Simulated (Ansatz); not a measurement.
Input for Ansatz (a first-principles code): R-wB97X-V/def2-TZVPP on SiH4 (SMILES [SiH4]).

Ansatz 0.2 input:
```yaml
crystal:
  periodic: [false, false, false]
  atoms:
    - {symbol: Si, position_ang: [0.00000000, -0.00000000, -0.00000000]}
    - {symbol: H, position_ang: [0.85467615, 0.85467615, 0.85467615]}
    - {symbol: H, position_ang: [-0.85467615, -0.85467615, 0.85467615]}
    - {symbol: H, position_ang: [-0.85467615, 0.85467615, -0.85467615]}
    - {symbol: H, position_ang: [0.85467615, -0.85467615, -0.85467615]}
basis:
  gaussian:
    orbitals: def2-TZVPP
hamiltonian:
  xc: {name: wB97X-V}
scf: {lower_state_search: off}
```

The log:

```
WARN ansatz: RAYON_NUM_THREADS=4 ignored (pool sized by the plan → 4); use --threads N
Functional definition: wB97X-V
these checks for a lower state are left out or cut short: stability, starts, cluster_reference, orbital_swaps, neighbouring_geometries, increment
integrals: 0.03 GiB planned
527 factors; their error is unknown
integrals: 0.06 GiB planned
136 factors; integrals over basis functions are off by at most 1.1e-5 eV
mean field: 0.32 GiB planned
mean field evaluation 1: about -7941.1998 eV, gradient 5.9e0 eV
mean field evaluation 2: about -7941.3604 eV, gradient 1.4e0 eV
mean field evaluation 4: about -7941.3722 eV, gradient 9.1e-2 eV
mean field evaluation 8: about -7941.3813 eV, gradient 6.3e-4 eV
mean field -7941.38131187 eV, -291.8403803495 hartree, gradient 2.2e-6 eV, S^2 0.000000; 0 other end points of the search recorded, 0 dependent functions left out
reference -7941.38131013 eV, -291.8403802856 hartree; 9, 9 occupied and 89, 89 virtual orbitals, 527 factors
Total energy: -7941.38131013 eV, -291.8403802856 hartree
Checks for a lower state left out: stability, starts, cluster_reference, orbital_swaps, neighbouring_geometries, increment
```

The run converged.

Cost: roughly 1.0 core-seconds.
